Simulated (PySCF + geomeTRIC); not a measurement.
Calculation: M06-2X/def2-TZVP (PySCF + geomeTRIC). fastk is a local helper that only speeds up exchange builds. No frequencies were computed at this level.

```python
import json, numpy as np
from pyscf import gto, dft
from fastk import lowrank_exchange
atoms = """
B     -1.138935     0.005308     0.031939
Al     0.953659    -0.003866    -0.026649
H     -1.810740    -0.658147    -0.675516
H     -1.765808     0.673613     0.775330
H      1.885194    -1.220450     0.311821
H      1.876629     1.203541    -0.416924
"""
def scf(charge, spin, dm0=None):
    mol = gto.M(atom=atoms, basis='def2-tzvp', ecp={}, charge=charge, spin=spin, verbose=3, max_memory=3780)
    mf = dft.KS(mol, xc='m062x').density_fit(auxbasis="def2-universal-jkfit")
    mf.grids.level = 4
    mf.conv_tol = 1e-8
    mf.max_cycle = 60
    mf.kernel(dm0)
    if not mf.converged:
        mf = mf.newton().run(mf.mo_coeff, mf.mo_occ).undo_soscf()
    return mf
mf = scf(0, 0)
from pyscf.geomopt.geometric_solver import kernel as optimize
path = []
done, mol = optimize(mf, maxsteps=80, assert_convergence=False, callback=lambda env: path.append((env["energy"], bool(env["g_scanner"].converged))))
res = dict(converged=bool(done and path[-1][1]), energy=path[-1][0], path=[e for e, c in path], xyz=mol.atom_coords(unit="Angstrom").tolist(), nao=mol.nao)
json.dump(res, open("result.json", "w"))
```

Output:

```
converged SCF energy = -269.577442570263
Geometry optimization cycle 1
converged SCF energy = -269.577442570341
cycle 1: E = -269.57744257  dE = -269.577  norm(grad) = 0.0179697
Geometry optimization cycle 2
converged SCF energy = -269.579431799027
cycle 2: E = -269.579431799  dE = -0.00198923  norm(grad) = 0.00707838
Geometry optimization cycle 3
converged SCF energy = -269.579892117692
cycle 3: E = -269.579892118  dE = -0.000460319  norm(grad) = 0.00313644
Geometry optimization cycle 4
converged SCF energy = -269.580249875379
cycle 4: E = -269.580249875  dE = -0.000357758  norm(grad) = 0.00343556
Geometry optimization cycle 5
converged SCF energy = -269.580432226457
cycle 5: E = -269.580432226  dE = -0.000182351  norm(grad) = 0.00324111
Geometry optimization cycle 6
converged SCF energy = -269.580537380707
cycle 6: E = -269.580537381  dE = -0.000105154  norm(grad) = 0.00193417
Geometry optimization cycle 7
converged SCF energy = -269.580589208815
cycle 7: E = -269.580589209  dE = -5.18281e-05  norm(grad) = 0.00101087
Geometry optimization cycle 8
converged SCF energy = -269.580611149197
cycle 8: E = -269.580611149  dE = -2.19404e-05  norm(grad) = 0.00058956
Geometry optimization cycle 9
converged SCF energy = -269.580615635193
cycle 9: E = -269.580615635  dE = -4.486e-06  norm(grad) = 0.00019512
Geometry optimization cycle 10
converged SCF energy = -269.580615935221
cycle 10: E = -269.580615935  dE = -3.00028e-07  norm(grad) = 3.6751e-05
Geometry optimization cycle 11
converged SCF energy = -269.580615951323
cycle 11: E = -269.580615951  dE = -1.6102e-08  norm(grad) = 2.35938e-05
<class 'geometric.internal.Distance'> : 5
<class 'geometric.internal.Angle'> : 4
<class 'geometric.internal.OutOfPlane'> : 2
<class 'geometric.internal.Dihedral'> : 4
<class 'geometric.internal.TranslationX'> : 1
<class 'geometric.internal.TranslationY'> : 1
<class 'geometric.internal.TranslationZ'> : 1
<class 'geometric.internal.RotationA'> : 1
<class 'geometric.internal.RotationB'> : 1
<class 'geometric.internal.RotationC'> : 1
Step    0 : Gradient = 7.336e-03/1.025e-02 (rms/max) Energy = -269.5774425703
Step    1 : Displace = 6.499e-02/1.124e-01 (rms/max) Trust = 1.000e-01 (=) Grad = 2.890e-03/5.112e-03 (rms/max) E (change) = -269.5794317990 (-1.989e-03) Quality = 1.164
Step    2 : Displace = 3.301e-02/4.219e-02 (rms/max) Trust = 1.414e-01 (+) Grad = 1.280e-03/1.725e-03 (rms/max) E (change) = -269.5798921177 (-4.603e-04) Quality = 1.431
Step    3 : Displace = 5.432e-02/7.862e-02 (rms/max) Trust = 2.000e-01 (+) Grad = 1.403e-03/2.416e-03 (rms/max) E (change) = -269.5802498754 (-3.578e-04) Quality = 1.348
Step    4 : Displace = 4.825e-02/7.502e-02 (rms/max) Trust = 2.828e-01 (+) Grad = 1.323e-03/2.466e-03 (rms/max) E (change) = -269.5804322265 (-1.824e-04) Quality = 1.383
Step    5 : Displace = 3.729e-02/5.798e-02 (rms/max) Trust = 3.000e-01 (+) Grad = 7.896e-04/1.507e-03 (rms/max) E (change) = -269.5805373807 (-1.052e-04) Quality = 1.356
Step    6 : Displace = 2.315e-02/3.266e-02 (rms/max) Trust = 3.000e-01 (=) Grad = 4.127e-04/7.066e-04 (rms/max) E (change) = -269.5805892088 (-5.183e-05) Quality = 1.345
Step    7 : Displace = 1.431e-02/2.159e-02 (rms/max) Trust = 3.000e-01 (=) Grad = 2.407e-04/3.858e-04 (rms/max) E (change) = -269.5806111492 (-2.194e-05) Quality = 1.280
Step    8 : Displace = 6.259e-03/8.623e-03 (rms/max) Trust = 3.000e-01 (=) Grad = 7.966e-05/1.242e-04 (rms/max) E (change) = -269.5806156352 (-4.486e-06) Quality = 1.175
Step    9 : Displace = 1.310e-03/2.073e-03 (rms/max) Trust = 3.000e-01 (=) Grad = 1.500e-05/2.017e-05 (rms/max) E (change) = -269.5806159352 (-3.000e-07) Quality = 1.108
Step   10 : Displace = 2.588e-04/3.659e-04 (rms/max) Trust = 3.000e-01 (=) Grad = 9.632e-06/1.307e-05 (rms/max) E (change) = -269.5806159513 (-1.610e-08) Quality = 0.593
Converged! =D
```

Cost: around 2.2 core-minutes (rough).
